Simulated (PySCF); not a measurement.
# Ne²⁺ (neon, charge +2) across methods

[He] 2s1 2p4 3d1, one real determinant (an excited configuration). Computed with PySCF 2.14 in aug-cc-pVTZ-DK (5s4p3d2f, 46 functions), with the spin-free X2C one-electron Hamiltonian (Gaussian nucleus).

| method | E (hartree) | mean ε 2p α (eV) | mean ε 2p β (eV) | mean ε 3d α (eV) | Σ⟨r²⟩ (bohr²) | ⟨S²⟩ |
| --- | --- | --- | --- | --- | --- | --- |
| PBE0 | -123.9457 | -72.652 | -64.243 | -7.235 | 7.979 | 6.001 |
| LDA | -123.2745 | -68.824 | -61.117 | -6.025 | 8.005 | 6.001 |
| UHF | -123.73671 | -83.444 | -70.545 | -9.519 | 7.949 | 6.001 |
| PBE | -123.9501 | -68.796 | -61.599 | -6.345 | 7.998 | 6.001 |
| r2SCAN | -124.0113 | -70.326 | -62.288 | -6.303 | 7.973 | 6.001 |
| PBEsol | -123.6163 | -68.685 | -61.214 | -6.195 | 8.003 | 6.001 |
| B3LYP | -124.0296 | -71.830 | -64.191 | -7.041 | 7.986 | 6.001 |
| MN15 | -124.0195 | -72.859 | -66.521 | -7.875 | 7.955 | 6.000 |

Q: Estimate the same row for BP86.

A: E (hartree) = -124.0511; mean ε 2p α (eV) = -68.837; mean ε 2p β (eV) = -61.988; mean ε 3d α (eV) = -6.474; Σ⟨r²⟩ (bohr²) = 7.993; ⟨S²⟩ = 6.001.

⟨L²⟩ = 8.00 against 12 for a pure F term, so this real determinant mixes terms. The outer electron is Rydberg-like, and this basis confines it to a smaller radius and binds it less than a complete one would.
